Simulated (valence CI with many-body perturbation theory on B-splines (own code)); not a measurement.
**Energy levels of Zr¹⁹⁺**

Method: valence CI with perturbative core correlation (CI+MBPT): three valence electrons over a frozen Dirac-Fock core [Ar], a basis of 7 s, 7 p, 8 d, 6 f, 4 g, 1 h functions for each j, with the one-electron correlation potential Σ1 (screened to all orders), the two-electron term Σ2, the three-electron term Σ3, Breit, model QED; selected single and double excitations, second order for the rest, scaled by the run's own slope (own B-spline code, finite nucleus).

No measured levels were compared; by estimate terms of the open shell hold to 2 to 4 % of their energy, and close levels can change places. Only levels of the ground parity were solved; by the run's estimate the other parity begins above the list, which can be wrong where configurations are misplaced.

Levels 1 to 19 of 19, with energies above the lowest level, 3d³ ⁴F_3/2. "Leading %" is the weight of the configuration and term that name the level; weights of strongly mixed levels are sums over their largest components and can fall short. Lifetimes count E1, E2, E3, M1 and M2 decay at the calculated energies, and are blank where another channel may lead or the interval is too uncertain; long ones can be off by a factor of two.

```csv
No.,Configuration,Term,J,E (eV),Leading %,Second component,Lifetime,g
1,3d³,⁴F,3/2,0.000,92,7 % 3d³ ²D,,0.431
2,3d³,⁴F,5/2,1.512,97,,13.6 ms,1.031
3,3d³,⁴F,7/2,3.017,95,4 % 3d³ ²G,13.8 ms,1.221
4,3d³,⁴F,9/2,4.350,85,14 % 3d³ ²G,32.9 ms,1.295
5,3d³,⁴P,3/2,6.588,58,29 % 3d³ ²P,4.33 ms,1.485
6,3d³,⁴P,1/2,7.141,81,19 % 3d³ ²P,39.7 ms,2.295
7,3d³,²G,7/2,8.586,94,4 % 3d³ ⁴F,1.89 ms,0.906
8,3d³,²H,9/2,9.017,48,40 % 3d³ ²G,2.19 ms,1.037
9,3d³,⁴P,5/2,9.304,94,5 % 3d³ ²D,6.49 ms,1.574
10,3d³,²D,3/2,10.576,51,34 % 3d³ ⁴P,762 μs,1.156
11,3d³,²P,1/2,11.308,81,19 % 3d³ ⁴P,2.05 ms,1.036
12,3d³,²H,11/2,12.327,100,,6.31 ms,1.089
13,3d³,²H,9/2,13.008,50,46 % 3d³ ²G,1.32 ms,1.014
14,3d³,²D,5/2,13.013,93,4 % 3d³ ⁴P,1.13 ms,1.210
15,3d³,²P,3/2,14.692,59,31 % 3d³ ²D,828 μs,1.183
16,3d³,²F,7/2,17.193,98,,1.95 ms,1.136
17,3d³,²F,5/2,17.430,93,6 % 3d³ ²D,2.52 ms,0.878
18,3d³,²D,5/2,25.998,93,6 % 3d³ ²F,344 μs,1.183
19,3d³,²D,3/2,26.210,100,,,0.799
```

Names give the largest LS component (configuration and term), which can be under half, so a name can repeat, a term be missing and a line seem to break the LS rules; names also repeat where a configuration has a term twice.

The ionisation energy to 3d² ³F2 of the next ion comes out as 803.6 eV (NIST: 803 ± 4 eV (theoretical)). All 19 levels together are meant to be complete up to 27.259 eV.
